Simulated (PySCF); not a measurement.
## SMILES CN=P1(C2CC2)CCSCC1, C₈H₁₆NPS

Cartesian coordinates in Å; atom numbers follow the order of the lines, from 1:
```xyz
27

C    -1.1322    2.6738    0.1203
N    -0.3534    1.5735    0.6485
P    -0.1376    0.1710    0.0054
C    -1.5820   -0.8970   -0.4000
C    -2.4093   -1.4296    0.7330
C    -1.6429   -2.3720   -0.1347
C     0.8409    0.0477   -1.5809
C     2.1525    0.7766   -1.3605
S     3.2353   -0.1375   -0.2208
C     2.2505    0.0190    1.2994
C     0.9289   -0.7212    1.1905
H    -0.7701    3.0289   -0.8500
H    -2.1937    2.4310    0.0185
H    -1.0400    3.4931    0.8354
H    -2.1158   -0.5285   -1.2729
H    -2.0466   -1.2547    1.7364
H    -3.4856   -1.3994    0.6498
H    -0.7804   -2.8692    0.2814
H    -2.1898   -2.9795   -0.8413
H     1.0131   -0.9935   -1.8586
H     0.2684    0.5313   -2.3797
H     1.9757    1.7632   -0.9246
H     2.7227    0.8836   -2.2836
H     2.8766   -0.3950    2.0906
H     2.0740    1.0787    1.4868
H     1.0964   -1.7500    0.8637
H     0.4243   -0.7183    2.1601
```

Level of theory: GIAO HF/pcSseg-1 magnetisability, rotational g tensor and spin-rotation constants, non-relativistic, gas phase (PySCF). Geometry: GFN2-xTB.

Q: How diamagnetic is it, and how anisotropic?

A: Isotropic -2272 × 10⁻³⁰ J/T², or -136.8 × 10⁻⁶ cm³/mol; principal values -2438, -2235, -2144 × 10⁻³⁰ J/T², anisotropy 261 × 10⁻³⁰ J/T² (root of half the summed squared differences of the principal values). The susceptibility is in cgs units.

Q: Split it along the inertial axes a, b, c into diamagnetic and paramagnetic parts about the centre of mass, with the quadrupole moment.

A: 
| axis | χ (10⁻⁶ cm³/mol) | diamagnetic (10⁻⁶ cm³/mol) | paramagnetic (10⁻⁶ cm³/mol) | summed x² of all electrons (Å²) | quadrupole Θ (D Å) |
| --- | --- | --- | --- | --- | --- |
| a | -140.9 | -1225.5 | 1084.6 | 381.1 | -4.05 |
| b | -132.5 | -2048.8 | 1916.3 | 187.1 | -3.03 |
| c | -137.1 | -2410.4 | 2273.3 | 101.8 | +7.08 |

Anisotropies 2χaa − χbb − χcc = -12.2 and 2χbb − χaa − χcc = +13.0 × 10⁻⁶ cm³/mol. Θ is traceless in Buckingham's convention.

Q: And the rotational g tensor?

A: 
| axis | rotational constant (GHz) | g | nuclear part | electronic part |
| --- | --- | --- | --- | --- |
| a | 1.2057 | -0.0046 | 0.6098 | -0.6143 |
| b | 0.6361 | -0.0051 | 0.5676 | -0.5727 |
| c | 0.5370 | -0.0046 | 0.5689 | -0.5735 |

Asymmetric top; isotopes 12C, 1H, 14N, 31P, 32S; no vibrational averaging.
